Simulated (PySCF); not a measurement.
## BP86 on Ta⁺ (tantalum, charge +1)

Configuration: [Xe] 4f14 5d3 6s1, high-spin 5F determinant. All numbers are calculated (PySCF 2.14, a scalar-relativistic core potential, in aug-cc-pVDZ-PP with ECP60MDF).

```json
{
 "Total energy": "-57.1066 hartree",
 "One-electron energy": "-91.8793 hartree",
 "Hartree (Coulomb) energy": "41.3670 hartree",
 "Exchange-correlation energy": "-6.5943 hartree",
 "⟨S²⟩": "6.0006",
 "⟨L²⟩": "12.002",
 "Sum of ⟨r⟩": "19.63 bohr",
 "Sum of ⟨r²⟩": "40.91 bohr²",
 "Time after the integrals": "0.57 s of wall time on 1 thread of Intel(R) Xeon(R) Platinum 8259CL CPU @ 2.50GHz (shared host)"
}
```

```csv
shell,electrons,mean orbital energy (eV),"rms radius, mean of both spins (bohr)"
5s α,1,-79.425,1.18
5s β,1,-78.150,1.18
5p α,3,-46.830,1.39
5p β,3,-45.153,1.39
6s α,1,-12.315,3.27
5d α,3,-11.691,2.29
```

Energies and moments cover only the electrons outside the core potential. Spin-orbit coupling, absent here, splits the open shell strongly.
